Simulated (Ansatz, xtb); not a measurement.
**Relative energy of two isomers of FH3Se3Si**

Structure a is `F[Si@H]([SeH])[Se][SeH]`, a singlet and structure b is `F[Si]([SeH])([SeH])[SeH]`, a singlet. Both are isolated molecules in the gas phase, relaxed with PBE0-D4/def2-SVP; the shapes shown needn't be the lowest conformers.

a (Å):

| atom | x (Å) | y (Å) | z (Å) |
| --- | --- | --- | --- |
| F | 0.0352 | -0.8025 | 0.0523 |
| Se | -2.0195 | -3.0686 | 1.0227 |
| Se | -2.8688 | 0.5057 | 0.4532 |
| Se | -3.8217 | -0.8633 | -1.1994 |
| Si | -1.2288 | -0.9508 | 1.0641 |
| H | -0.7395 | -0.5548 | 2.4118 |
| H | -1.0169 | -3.4647 | 2.0309 |
| H | -2.8824 | -0.4836 | -2.2712 |

b (Å):

```xyz
8

F     1.3582   -1.7612   -0.3703
Se    1.5758    0.4422    1.7686
Se    0.4281    0.7148   -1.9472
Se   -1.6105   -0.9689    0.7239
Si    0.4695   -0.4546    0.0011
H     0.6284    1.5658    1.8494
H    -0.6335    1.5998   -1.4427
H    -2.1235   -1.1952   -0.6385
```

Q: Estimate E(b) − E(a) at the level CCSD(T)/def2-SVP + ΔMP2/def2-TZVPP.

A: Calculated at CCSD(T)/def2-SVP + ΔMP2/def2-TZVPP: E(b) − E(a) = −14.6 kcal/mol, so structure b lies lower.

How the difference moves with the method:

```tsv
level	geometry	E(b) − E(a) (kcal/mol)	departure from the last row (kcal/mol)	job, with rough time for the two
PBE0-D4/def2-SVP	PBE0-D4/def2-SVP	−14.8	−0.2	optimisation, 4 min
HF/def2-SVP	PBE0-D4/def2-SVP	−14.7	0.0	part of the CCSD(T) run
MP2/def2-SVP	PBE0-D4/def2-SVP	−16.1	−1.4	part of the CCSD(T) run
CCSD(T)/def2-SVP	PBE0-D4/def2-SVP	−14.8	−0.2	single point
CCSD(T)/def2-SVP + ΔMP2/def2-TZVPP	PBE0-D4/def2-SVP	−14.6		single point, 2.2 min
```

As drawn, b has 1 Se–Si, 1 Se–H in place of 1 Se–Se, 1 Si–H.

The levels shown agree on the order. The largest departure from CCSD(T)/def2-SVP + ΔMP2/def2-TZVPP is that of MP2/def2-SVP, 1.4 kcal/mol. Levels run at GFN2-xTB geometries aren't shown. The last row adds to CCSD(T) the change of the MP2 difference between the two basis sets, here +0.2 kcal/mol.

With thermal terms from frequencies at re-optimised GFN2-xTB minima (ideal gas, soft modes damped towards free rotors, one conformer each, 298.15 K, 1 atm): on the last row, ΔE + ΔZPE = −15.7, ΔH = −15.3, ΔG = −16.3 kcal/mol.

The correlated steps freeze 33 core orbitals; the filled d shell of Se is correlated, in a basis made for valence electrons. Mirror images aren't counted in ΔG. Run with Ansatz 0.2.0, xtb 6.7.1; the last row on 2 threads of Arm Neoverse V2 on a shared host.
